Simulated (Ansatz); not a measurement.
Level of theory: frozen-core CCSD(T)/cc-pVTZ // PBE0-D3(BJ)/def2-TZVP run with Ansatz (a first-principles code). The restricted HF reference is unstable towards unrestricted orbitals.

Ansatz 0.2 input:
```yaml
crystal:
  periodic: [false, false, false]
  atoms:
    - { symbol: C, position_ang: [2.183249, 0.088726, -0.198302] }
    - { symbol: Si, position_ang: [0.535309, -0.004802, 0.68025] }
    - { symbol: C, position_ang: [-0.693839, 1.31299, 0.193294] }
    - { symbol: C, position_ang: [-1.760594, 0.681162, -0.320119] }
    - { symbol: C, position_ang: [-1.7038, -0.794469, -0.371259] }
    - { symbol: C, position_ang: [-0.590235, -1.376326, 0.10013] }
    - { symbol: H, position_ang: [2.799097, -0.780899, 0.04243] }
    - { symbol: H, position_ang: [2.037761, 0.12021, -1.27985] }
    - { symbol: H, position_ang: [2.731302, 0.984473, 0.102932] }
    - { symbol: H, position_ang: [0.758569, -0.047149, 2.154235] }
    - { symbol: H, position_ang: [-0.647157, 2.391668, 0.27279] }
    - { symbol: H, position_ang: [-2.64422, 1.195265, -0.690586] }
    - { symbol: H, position_ang: [-2.546287, -1.348109, -0.778748] }
    - { symbol: H, position_ang: [-0.460568, -2.451138, 0.105047] }
basis:
  gaussian: { orbitals: cc-pVTZ }
correlation:
  method: ccsd_t
```

Output:

```
Functional definition: HF
1677 factors; integrals over basis functions are off by at most 1.3e-3 eV
mean field evaluation 1: about -13137.9118 eV, gradient 3.9e1 eV
mean field evaluation 2: about -13138.2902 eV, gradient 3.9e1 eV
mean field evaluation 4: about -13142.6562 eV, gradient 4.2e0 eV
mean field evaluation 8: about -13142.7264 eV, gradient 2.1e-1 eV
mean field evaluation 16: about -13141.6411 eV, gradient 1.5e1 eV
mean field -13142.72663467 eV, -482.9862953641 hartree, gradient 4.9e-6 eV, S^2 0.000000; 0 other end points of the search recorded, 0 dependent functions left out; unrestricted orbitals would lower it
10 core orbitals not correlated
reference -13142.72663467 eV, -482.9862953641 hartree; 16, 16 occupied and 270, 270 virtual orbitals, 1677 factors
second order -25.27631391 eV of doubles, -0.00000000 eV of singles
cycle   1  -25.80912267 eV  change   -5.3e-1 eV  update   1.1e-1
cycle   2  -26.49082534 eV  change   -6.8e-1 eV  update   3.5e-2
cycle   3  -26.62138885 eV  change   -1.3e-1 eV  update   1.6e-2
cycle   4  -26.61502685 eV  change    6.4e-3 eV  update   4.6e-3
cycle   5  -26.61609204 eV  change   -1.1e-3 eV  update   2.1e-3
cycle   6  -26.61660292 eV  change   -5.1e-4 eV  update   5.4e-4
cycle   7  -26.61642718 eV  change    1.8e-4 eV  update   2.5e-4
cycle   8  -26.61643130 eV  change   -4.1e-6 eV  update   9.9e-5
cycle   9  -26.61643945 eV  change   -8.2e-6 eV  update   3.9e-5
perturbative correction -1.29007702 eV, -0.0474094559 hartree
Total energy: -13170.63315114 eV, -484.0118409287 hartree
```

Cost: roughly 30 core-minutes.
